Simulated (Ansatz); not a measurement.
Reaction (isomerisation): `CCCCc1ccccc1` → `CC(C)Cc1ccccc1`

Computed with Ansatz on PBE0-D4/def2-TZVP structures; ΔE is electronic, products minus reactants. CCSD(T)/CBS is the MP2 limit (def2-TZVPP, def2-QZVPP) plus CCSD(T) − MP2 in def2-TZVPP, frozen cores. DFT in def2-TZVPP. B3LYP here is the variant with VWN-RPA as its local correlation; programs differ in this. Each species was taken in one conformer, which may not be the lowest.

`CCCCc1ccccc1`:

Z-matrix (Å, degrees):
```
C
C 1 1.520
H 1 1.092 2 112.0
H 1 1.094 2 111.0 3 -120.2
H 1 1.092 2 111.2 3 120.0
C 2 1.523 1 114.1 3 63.4
H 2 1.097 1 109.6 3 -59.3
H 2 1.095 1 109.1 3 -175.0
C 6 1.528 2 114.0 1 -65.1
H 6 1.096 2 109.7 1 57.3
H 6 1.095 2 109.5 1 173.2
C 9 1.500 6 112.2 2 -177.8
H 9 1.096 6 109.0 2 -56.1
H 9 1.094 6 109.8 2 60.5
C 12 1.392 9 120.8 6 -89.7
C 12 1.392 9 120.9 6 88.1
C 15 1.386 12 121.0 9 177.7
H 15 1.086 12 119.3 9 -2.5
C 16 1.386 12 121.0 9 -177.8
H 16 1.086 12 119.3 9 2.5
C 17 1.387 15 120.1 12 0.0
H 17 1.084 15 119.8 12 179.7
H 19 1.084 16 119.8 12 -179.7
H 21 1.084 17 120.3 15 179.8
```

`CC(C)Cc1ccccc1`:

```xyz
24

C    -0.799   -1.405   -2.694
C    -0.703   -0.928   -1.253
C    -1.988   -0.241   -0.818
C     0.516   -0.014   -1.076
C     0.769    0.388    0.346
C     1.311   -0.523    1.250
C     1.520   -0.177    2.575
C     1.190    1.094    3.023
C     0.654    2.013    2.134
C     0.448    1.660    0.809
H     0.108   -1.931   -3.002
H    -0.940   -0.558   -3.373
H    -1.645   -2.083   -2.831
H    -0.552   -1.804   -0.609
H    -1.940    0.082    0.223
H    -2.179    0.644   -1.435
H    -2.845   -0.910   -0.926
H     0.376    0.881   -1.692
H     1.398   -0.531   -1.470
H     1.576   -1.519    0.907
H     1.946   -0.901    3.261
H     1.355    1.368    4.059
H     0.397    3.010    2.473
H     0.028    2.384    0.118
```

```csv
level,ΔE (kcal/mol),difference from CCSD(T)/CBS
PBE-D4,-1.9,0.4
r2SCAN-D4,-2.2,0.1
PBE0-D4,-1.9,0.4
B3LYP-D4,-1.9,0.4
ωB97X-V,-2.0,0.3
ωB97M-V,-2.2,0.1
B2PLYP,-1.5,0.8
PBE,-1.1,1.2
r2SCAN,-1.9,0.4
PBE0,-1.2,1.1
B3LYP,-0.7,1.6
HF/def2-TZVPP,-0.3,2.0
MP2/def2-TZVPP,-2.9,-0.6
SCS-MP2/def2-TZVPP,-2.3,0.0
CCSD/def2-TZVPP,-2.0,0.3
CCSD(T)/def2-TZVPP,-2.3,0.0
HF/def2-QZVPP,-0.3,2.0
MP2/def2-QZVPP,-2.9,-0.6
SCS-MP2/def2-QZVPP,-2.3,0.0
HF/CBS(def2),-0.3,2.0
MP2/CBS(def2),-2.9,-0.6
CCSD/CBS(def2),-1.9,0.4
CCSD(T)/CBS,-2.3,0
```

Largest T1 diagnostic among the species: 0.010.

In def2-TZVPP, CCSD(T) changes the Hartree–Fock value by −2.0 kcal/mol (the triples alone add −0.3 kcal/mol) and MP2 by −2.6 kcal/mol. The D4 term adds −1.2 kcal/mol with B3LYP and −0.7 kcal/mol with PBE0; it sums over pairs of atoms, weighted by their polarisabilities, and B3LYP, whose exchange is more repulsive, gets the larger term.
